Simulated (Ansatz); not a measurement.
# Worked example: CBr2ClF + HF → CHBrClF + BrF

Species: CBr2ClF (dibromochlorofluoromethane) `FC(Cl)(Br)Br`, singlet; HF, singlet; CHBrClF (bromochlorofluoromethane) `FC(Cl)Br`, singlet; BrF (bromine fluoride), singlet. The partners trade Br for H: C–Br and F–H bonds give way to C–H and F–Br.

Shapes, held fixed at every level: PBE0-D4/def2-TZVP. Programs: Ansatz 0.2.0. The zero-point and thermal change to 298 K, harmonic and unscaled (PBE0-D4/def2-TZVP), is +4.8 kJ/mol.

At CCSD(T)/def2-TZVPP; 1 Eh = 2625.50 kJ/mol:

| species | energy (Eh) |
| --- | --- |
| CBr2ClF | -5742.890753 |
| HF | -100.344537 |
| CHBrClF | -3170.795606 |
| BrF | -2672.378628 |

Task: Work out ΔH(298 K) of the reaction at this level.

Result: 
1. Products less reactants: (-3170.795606) + (-2672.378628) − [(-5742.890753) + (-100.344537)] = 0.061056 Eh = +160.3 kJ/mol.
2. With the thermal change: +160.3 + (+4.8) = +165.1 kJ/mol.

Other levels give +144.6 (HF/def2-SVP) to +187.8 kJ/mol (MP2/def2-TZVPP). No measured value is set beside it here. Relativity is left out for Br. Outer-core shells of Br are correlated, in sets that cover them unevenly.
